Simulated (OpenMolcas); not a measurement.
# Ti2+: effect of the active space

```yaml
Program: OpenMolcas 26.06
Method: SS-CASPT2 or its RAS form, IPEA 0.25 Eh, imaginary shift 0.1 Eh
Basis: ANO-RCC-VQZP
Scalar_Hamiltonian: DKH2, point nucleus
Spin-orbit_coupling: state interaction with AMFI integrals over the reference wave functions, term energies averaged over their components
```

A. 2 electrons in 5 orbitals (3d); 2S+1 = 3 even, 10 roots; 2S+1 = 1 even, 15 roots; closed shells correlated: 3s 3p; CASPT2 step of the order of 9 core-seconds
B. 2 electrons in 6 orbitals (3d 4s); 2S+1 = 3 even, 15 roots; 2S+1 = 1 even, 20 roots kept (CI in the orbitals of an earlier block); closed shells correlated: 3s 3p; CASPT2 step about 17 core-seconds
C. 8 electrons in 8 orbitals (RAS1 3p, at most 2 holes; RAS2 3d); 2S+1 = 3 even, 10 roots; 2S+1 = 1 even, 15 roots; closed shells correlated: 3s; CASPT2 step about 21 core-seconds
D. 2 electrons in 10 orbitals (3d 4d); 2S+1 = 3 even, 10 roots; 2S+1 = 1 even, 15 roots; closed shells correlated: 3s 3p; CASPT2 step roughly 100 core-seconds

Energies in eV above 3d² ³F₂, the measured ground level; measured values from Corliss and Sugar, J. Phys. Chem. Ref. Data 8, 1 (1979).

```csv
Level,A,B,C,D,Measured
3d² ³F₂,0.0000,0.0000,0.0000,0.0000,0.0000
3d² ³F₃,0.0244,0.0249,0.0266,0.0246,0.0229
3d² ³F₄,0.0560,0.0571,0.0611,0.0564,0.0521
3d² ¹D₂,0.940,0.980,1.035,1.008,1.0506
3d² ³P₀,1.360,1.362,1.349,1.373,1.3066
3d² ³P₁,1.368,1.371,1.359,1.381,1.3147
3d² ³P₂,1.385,1.389,1.377,1.398,1.3293
3d² ¹G₄,1.768,1.774,1.769,1.790,1.7851
3d² ¹S₀,3.910,3.916,3.856,4.025,4.0264
```

Deviations, from unrounded energies. A percentage is the sum of absolute deviations over the sum of measured energies, with the sign that they share, or ± where signs differ.

| Against measurement | Levels | A | B | C | D |
| --- | --- | --- | --- | --- | --- |
| mean absolute deviation (cm-1) | 8 | 410 | 370 | 350 | 260 |
| fine structure of the ground term (%) | 2 | +7.2 | +9.2 | +16.9 | +8.0 |
| other terms of the ground configuration (%) | 6 | ±3.8 | ±3.4 | ±3.1 | ±2.3 |

D lies closest to measurement on these levels and A furthest from it. The largest miss of D in the table is 3d² ³P₂, by +550 cm-1. The ranking rests on the paired levels alone, and a cruder setting can come out closer through cancelling errors.

The two smallest mean deviations differ by little beside CASPT2's spread within terms, so their order carries little weight.

Among A to D the level of the table that moves most is 3d² ¹S₀, by 1400 cm-1 (lowest in C, highest in D). Moves below CASPT2's spread within the term are not significant.

CASPT2 does not keep the components of a term degenerate, so their means are used; among the terms shown or strongly mixed into the levels shown the widest spread is 870 cm-1 (3d² ¹G, A). Terms from blocks run as CI alone lack orbitals of their own (holds for B). Active for correlation alone: 3p; no level in the range computed is led by a configuration that opens it, so any true level of that kind is missing (holds for C). Active for correlation alone: 4d; no level in the range computed is led by a configuration that fills it, so any true level of that kind is missing (holds for D). Computed and measured levels are paired by configuration, term and J; levels that our copy of the source lacks, or whose pairing is in doubt (as where it misses far off the trend of its configuration), stay unpaired and out of the deviations. Levels of configurations outside the active space are missing. The table leaves out levels that lie high or whose names do not pair safely across all columns.
